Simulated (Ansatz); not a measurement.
Cost and result for the atomization energy of CH$_{5}$FNSi, SMILES `C[SiH]([NH])F` radical (9 atoms, 8 bonds).

```
atom   x (Å)   y (Å)   z (Å)
  C1  -0.213  -0.789   0.938
 Si2   0.195   0.083  -0.644
  N3   0.519   1.748  -0.301
  F4  -1.012  -0.145  -1.679
  H5  -1.111  -0.367   1.395
  H6   0.612  -0.694   1.646
  H7  -0.390  -1.851   0.747
  H8   1.423  -0.437  -1.298
  H9  -0.022   2.452  -0.804
```

Charge 0, multiplicity 2. The geometry is a stationary point of PBE0-D4/def2-TZVP. It is one conformer, not always the lowest. Program: Ansatz. All runs use 4 threads of an Arm Neoverse V2 on a shared host. Times are those of one run each, without the atoms' runs, and a repeat can differ threefold. Electronic energies, without spin–orbit coupling; frozen cores. CCSD(T)/CBS adds CCSD(T) − MP2 in def2-TZVPP to the MP2 limit, and its time is that of the two runs behind it. T1 = 0.013; ⟨S²⟩ of the reference is 0.76. B3LYP takes the VWN-RPA correlation (the form of Gaussian; ORCA's B3LYP/G). HSE06 is the plane-wave form, built on full-range PBE exchange.

CCSD(T)/CBS is a level of theory with its own doubt, some kJ/mol a heavy atom from the limit and from the frozen cores, so smaller differences don't rank the functionals.

```tsv
level	functions	wall time
LDA (SPW92)/def2-TZVPP	205	1.4 s
B3LYP-D4/def2-TZVPP (with forces)	205	4.3 s
HSE06-D4/def2-TZVPP	205	4.4 s
CAM-B3LYP-D4/def2-TZVPP	205	4.6 s
r2SCAN-D4/def2-TZVPP (with forces)	205	6 s
B2PLYP/def2-TZVPP	205	6.5 s
CCSD(T)/def2-SVP	85	7.5 s
r2SCANh-D4/def2-TZVPP	205	8 s
ωB97X-V/def2-TZVPP	205	13 s
ωB97M-V/def2-TZVPP (with forces)	205	16 s
MP2/def2-QZVPP	391	23 s
CCSD(T)/def2-TZVPP	205	3.5 min
CCSD(T)/CBS(def2)	–	3.9 min
```

(1) What atomization energy does each give, and how far from CCSD(T)/CBS? (Best estimate.)

## Answers

(1) The calculation gave: 
| level | atomization (kcal/mol) | difference from CCSD(T)/CBS | per bond |
| --- | --- | --- | --- |
| LDA (SPW92)/def2-TZVPP | 871.2 | 101.2 | 12.6 |
| B3LYP-D4/def2-TZVPP (with forces) | 772.3 | 2.3 | 0.3 |
| HSE06-D4/def2-TZVPP | 767.5 | -2.5 | -0.3 |
| CAM-B3LYP-D4/def2-TZVPP | 776.6 | 6.6 | 0.8 |
| r2SCAN-D4/def2-TZVPP (with forces) | 772.1 | 2.1 | 0.3 |
| B2PLYP/def2-TZVPP | 762.9 | -7.1 | -0.9 |
| CCSD(T)/def2-SVP | 711.7 | -58.3 | -7.3 |
| r2SCANh-D4/def2-TZVPP | 767.2 | -2.8 | -0.4 |
| ωB97X-V/def2-TZVPP | 773.6 | 3.6 | 0.4 |
| ωB97M-V/def2-TZVPP (with forces) | 772.6 | 2.6 | 0.3 |
| MP2/def2-QZVPP | 769.4 | -0.6 | -0.1 |
| CCSD(T)/def2-TZVPP | 747.8 | -22.2 | -2.8 |
| CCSD(T)/CBS(def2) | 770.0 | 0.0 | 0.0 |

At CCSD(T), def2-SVP lies −58.3 kcal/mol from the extrapolated value and def2-TZVPP −22.3 kcal/mol: correlation converges slowly with the basis, and small sets miss more of it in the bonded molecule than in its fragments. From BLYP to BHLYP (50 % exact exchange), in def2-TZVPP and without D4, the atomization energy moves by −15.8 kcal/mol: exact exchange takes away binding that semilocal exchange gives to molecules. In def2-TZVPP, CCSD(T) changes the Hartree–Fock value by +181.2 kcal/mol (the triples alone add +9.2 kcal/mol) and MP2 by +189.4 kcal/mol; breaking electron pairs costs correlation energy, which Hartree–Fock lacks.
